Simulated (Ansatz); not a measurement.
Start from `FC(F)(F)[SiH3]` and change one atom or group to get `C[SiH2]C(F)(F)F`.

Ansatz, PBE0-D4/def2-TZVP geometries, multiplicity 1. 

```csv
property,`FC(F)(F)[SiH3]`
"ideal-gas entropy at 298 K and 1 bar (rigid rotor, harmonic PBE0-D4/def2-TZVP) / J/(mol·K)",313
HOMO energy (ωB97M-V/def2-TZVPP) / eV,-11.94
HOMO energy (PBE0/def2-TZVPP) / eV,-9.63
size of the dipole moment (ωB97M-V/def2-TZVPP) / D,2.20
LUMO energy (ωB97M-V/def2-TZVPP) / eV,1.71
size of the dipole moment (B3LYP/def2-TZVPP) / D,2.17
```

Task: What does the change do to each property? (An estimate is asked.)

Result: Computed: 
| property | `C[SiH2]C(F)(F)F` | shift |
| --- | --- | --- |
| ideal-gas entropy at 298 K and 1 bar (rigid rotor, harmonic PBE0-D4/def2-TZVP) / J/(mol·K) | 361 | 48 |
| HOMO energy (ωB97M-V/def2-TZVPP) / eV | -11.59 | 0.35 |
| HOMO energy (PBE0/def2-TZVPP) / eV | -9.29 | 0.34 |
| size of the dipole moment (ωB97M-V/def2-TZVPP) / D | 2.72 | 0.52 |
| LUMO energy (ωB97M-V/def2-TZVPP) / eV | 1.89 | 0.18 |
| size of the dipole moment (B3LYP/def2-TZVPP) / D | 2.70 | 0.53 |

The zero-point energy changes by 76.5 kJ/mol with +9 modes. Dipoles are sizes alone; their direction can turn. Modes under 60 cm⁻¹, often nearly free rotors, make the harmonic entropy too high.

B3LYP here is the variant with VWN-RPA as its local correlation; programs differ in this.
